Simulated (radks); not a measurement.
Values are calculated unless marked as measured or tabulated.
Li, 3 electrons, occupied as [He] 2s1.

Code: a radial shooting solver on a logarithmic mesh with Libxc functionals. Model: scalar-relativistic Kohn-Sham, LDA (Slater exchange, VWN5 correlation), spin-polarised, spherical densities, finite nucleus; open shells are filled with parallel spins first; Fermi nuclear charge, rms radius 2.444 fm; hard spherical wall at 1.5 bohr.

Energy parts (eV):
part                    energy
total                  -58.331
kinetic                457.414
electron-nucleus      -632.371
Hartree                185.781
exchange-correlation   -69.156

Orbitals (lengths in bohr, moments of r in powers of bohr; r(max) is where P^2 peaks):
1s up: occ. 1; eigenvalue (eV) -19.4501; r(max) 0.3742; <r> 0.5271
1s down: occ. 1; eigenvalue (eV) -15.3083; r(max) 0.3852; <r> 0.5314
2p up: occ. 0; eigenvalue (eV) 90.3415; r(max) 0.8677; <r> 0.8461
2p down: occ. 0; eigenvalue (eV) 93.7401; r(max) 0.8608; <r> 0.8431
2s up: occ. 1; eigenvalue (eV) 140.3166; r(max) 1.036; <r> 0.7943
2s down: occ. 0; eigenvalue (eV) 146.0336; r(max) 1.037; <r> 0.7928
3d up: occ. 0; eigenvalue (eV) 176.8232; r(max) 0.9904; <r> 0.9556
3d down: occ. 0; eigenvalue (eV) 180.8453; r(max) 0.9880; <r> 0.9537
3s up: occ. 0; eigenvalue (eV) 421.9702; r(max) 1.222; <r> 0.7764
3s down: occ. 0; eigenvalue (eV) 426.6115; r(max) 1.222; <r> 0.7755

The highest occupied level is 2s up at 140.32 eV. The configuration is held as typed, so some empty levels lie below it. Spin moment in Bohr magnetons: 1.
